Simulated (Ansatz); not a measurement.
The cluster Ta5⁻, relaxed as a singlet with RKS r2SCAN-D4/def2-SVPD in Ansatz, starting from the GFN2-xTB geometry. Force threshold 0.02 eV/Å.

In the def2 sets Ta takes a core potential; there is no spin–orbit coupling. The restricted singlet is unstable towards broken spin symmetry in Hartree–Fock (as tested in another run); at r2SCAN-D4/def2-SVPD this wasn't settled. The highest occupied level of the charge -1 singlet lies above zero (up to 0.49 eV). The electron is either unbound and held by the finite basis, or the level is raised by self-interaction error. The structure comes from a short search, and lower isomers may exist.

Start:

```xyz
5

Ta    1.3564   -0.2348    2.6660
Ta   -0.2179    0.9995   -0.4999
Ta   -2.1100    1.2354    2.9900
Ta    2.0383    0.3356   -3.4163
Ta   -1.0669   -2.3357   -1.7397
```

| step | energy (eV) | largest force component (eV/Å) | SCF passes |
| --- | --- | --- | --- |
| 1 | -7733.7698 | 2.773 | 503 |
| 2 | -7736.3039 | 3.347 | 212 |
| 3 | -7739.4172 | 3.590 | 303 |
| 4 | -7742.8817 | 4.029 | 124 |
| 5 | -7746.1796 | 3.029 | 91 |
| 6 | -7748.2995 | 3.183 | 111 |
| 7 | -7749.4645 | 2.823 | 70 |
| 8 | -7750.4563 | 1.904 | 91 |
| 9 | -7751.1009 | 0.919 | 75 |
| 10 | -7751.2836 | 0.670 | 86 |
| 11 | -7751.8171 | 1.272 | 96 |
| 12 | -7752.5851 | 1.070 | 52 |
| 13 | -7753.4329 | 1.154 | 53 |
| 14 | -7754.3822 | 1.496 | 52 |
| 15 | -7755.3718 | 1.517 | 49 |
| 16 | -7755.9880 | 0.792 | 48 |
| 17 | -7756.0542 | 0.897 | 50 |
| 18 | -7756.1011 | 0.130 | 34 |
| 19 | -7756.1032 | 0.039 | 35 |
| 20 | -7756.1032 | 0.003 | 32 |

Force components are those of the run's own axes.

End:

```xyz
5

Ta    1.167   -0.259    1.079
Ta   -0.351    1.502   -0.461
Ta   -1.293    0.137    1.432
Ta    1.293   -0.137   -1.432
Ta   -0.816   -1.243   -0.618
```

Bonds formed: Ta1–Ta4, Ta1–Ta5, Ta3–Ta4, Ta3–Ta5, Ta4–Ta5 (atoms count from 1). Metal–metal contacts that move far: Ta2–Ta3 3.98 to 2.52 Å.

No frequencies were taken in this run, so the end may be a saddle point.

Hardware: 4 threads of Arm Neoverse N1 on a shared host. Wall time 17 min, peak host memory 0.59 GiB.
